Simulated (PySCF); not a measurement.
Level of theory: PySCF 2.14.0 with TPSSh-D3(BJ)/def2-TZVP // PBE0-D3(BJ)/def2-TZVP. Isolated molecules, 0 K electronic values unless said otherwise. One relaxed conformer stands for a flexible species; it need not be the lowest. Excitations are Tamm–Dancoff values on a coarser integration grid. The basis has no diffuse functions, so Rydberg states are missing or too high.

Reference species (SMILES): `[OH][Ga]([OH])[OH]` (neutral, multiplicity 1).

```json
{
 "S1 excitation (TDA)": "6.10 eV",
 "S1 oscillator strength": "0.000",
 "T1 excitation (TDA)": "5.76 eV",
 "LUMO": "-1.26 eV"
}
```

Changed species: `[SiH3][Ga]([SiH3])[SiH3]` (3 of 3 OH replaced by SiH3; the reference has 0 of 3 OH replaced by SiH3).

Question: What does the change do to the S1 excitation (TDA), S1 oscillator strength, T1 excitation (TDA) and LUMO?

Answer: the S1 excitation (TDA) drops by 2.70 eV, to 3.40 eV; the S1 oscillator strength is nearly the same; the T1 excitation (TDA) falls by 2.92 eV, to 2.84 eV; the LUMO decreases by 1.70 eV, to -2.96 eV.
